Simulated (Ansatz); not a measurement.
System: sum formula H₉Si₄O (charge -1, singlet). It need not be the lowest isomer of its formula. Whether it binds its extra electron was not tested at this geometry. 
Structure (B3LYP-D3(BJ)/def2-TZVP (Ansatz, a program for electronic structure) minimum search):
```xyz
14

O     -0.3978    -0.0228    -1.9748
Si     0.0473    -0.1133    -0.3288
Si     1.7381    -1.6158     0.2945
Si    -1.9802    -0.4963     0.8208
Si     0.5381     2.1145     0.2834
H      0.1458    -0.6482    -2.4659
H      2.6243    -1.1151    -0.8539
H      1.0676    -2.7290    -0.5217
H     -2.4770    -1.8985     0.6818
H     -3.1187     0.3632     0.3688
H     -1.8621    -0.2518     2.2888
H     -0.4581     3.1216    -0.1989
H      1.8531     2.5908    -0.2422
H      0.6012     2.3021     1.7632
```
Charge -1, spin multiplicity 1.

Basis-set convergence of Hartree-Fock and CCSD correlation energies (hartree) with Ansatz. Correlated levels leave the core frozen unless marked. No spin-orbit coupling. No relativistic terms. This anion needs diffuse functions, which these sets lack.

```tsv
basis	functions	E(HF)	E(corr, CCSD)
cc-pV(D+d)Z	151	-1235.87735	-0.69447
cc-pV(T+d)Z	312	-1235.95518	-0.84412
cc-pV(Q+d)Z	581	…	…
```

### Question
What belongs in the gaps?

### Answer

- cc-pV(Q+d)Z, E(HF): -1235.97610
- cc-pV(Q+d)Z, E(corr, CCSD): -0.89215
